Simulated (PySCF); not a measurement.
Isomers of C5H11BS, one conformer each; single-point electronic energies without zero-point terms and without any empirical dispersion term.

All values: PBE0/pcSseg-1 (PySCF, non-relativistic), each on one gas-phase PBE0-D3(BJ)/def2-SVP geometry that isn't relaxed in the solvent. The solvent is an IEF-PCM continuum (van der Waals radii × 1.2). Specific hydrogen bonds and non-electrostatic terms are outside this model.

```json
{"isomer": "`CSBC1CCC1`", "relative energy, gas (kcal/mol)": "0.0", "dipole (D)": "2.09"}
{"isomer": "`CS[C@@H]1BCCC1`", "relative energy, gas (kcal/mol)": "2.6", "dipole (D)": "1.93"}
```

Question: How do the relative energies look in chloroform (ε = 4.711)?

Answer: 
```json
{"isomer": "`CSBC1CCC1`", "relative energy, solvent (kcal/mol)": "0.0", "E(solvent) − E(gas) (kcal/mol)": "-1.8", "dipole in solvent (D)": "2.60"}
{"isomer": "`CS[C@@H]1BCCC1`", "relative energy, solvent (kcal/mol)": "1.9", "E(solvent) − E(gas) (kcal/mol)": "-2.5", "dipole in solvent (D)": "2.45"}
```

The order is unchanged. Conformers: `[CH3:1][S:2][BH:3][CH:4]1[CH2:5][CH2:6][CH2:7]1` with C1–S2–B3–C4 3°, S2–B3–C4–C5 -174°, B3–C4–C5–C6 -136°, C4–C5–C6–C7 18°, C5–C6–C7–C4 -18°, B3–C4–C7–C6 141°; `[CH3:1][S:2][C@@H:3]1[BH:4][CH2:5][CH2:6][CH2:7]1` with C1–S2–C3–B4 -172°, S2–C3–B4–C5 -145°, C3–B4–C5–C6 -10°, B4–C5–C6–C7 30°, C5–C6–C7–C3 -39°. `CS[C@@H]1BCCC1` gains most from the continuum, while `CSBC1CCC1` has the largest gas-phase dipole. The gains span 0.7 kcal/mol, the gas-phase energies 2.6 kcal/mol.
